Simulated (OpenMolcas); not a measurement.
## Pr4+: ligand-field states by method

Pr4+ with 6 ligands (chloride, bromide on the axis) in tetragonal octahedral coordination (D4h) at 2.61 Å, the axial distance 2.759 Å. A charge of +0.333 e stands 3.2 Å behind each ligand. Ligand basis ANO-RCC-VDZP.

```
Program             : OpenMolcas 26.06
Basis               : ANO-RCC-VDZP [7s6p4d2f1g]
Scalar Hamiltonian  : DKH2, point nucleus
Active space        : 1 electron in 7 orbitals (4f)
State averaging     : 2S+1 = 2 odd, 7 roots
Spin-orbit coupling : RASSI with atomic mean-field integrals over the reference wave functions
```

I. CASSCF
II. SS-CASPT2, IPEA 0.25 Eh, imaginary shift 0.1 Eh (closed shells correlated: 5s 5p and the ligand valence shells)

Spin-free states (labels of D4, the rotations of D4h) in cm-1, each column counted from its own energy of the first state listed:

```csv
State,Degeneracy,I,II
2B1,1,0,0
2E,2,643,580
2B2,1,707,830
2A2,1,1701,2170
2E,2,1942,2210
```

From I to II, I's first state of the same spin (2E) moves from 643 to 580 cm-1, by about -64 cm-1.

With spin-orbit coupling the lowest J multiplet is 1067 (I), 1225 (II) cm-1 wide, a factor of 1.15 from I to II.

χT at 300 K: I 0.40, II 0.37 cm3 K/mol.

Over all roots computed the reference weight is 0.66 in II; a low but even weight reflects the number of correlated electrons. Splittings of an f shell from a small cluster at a set distance can be off by tens of per cent, mostly too small (holds for II). No measured value stands beside these numbers; the geometry is a model, was not optimised and need not be the one that this ion takes.
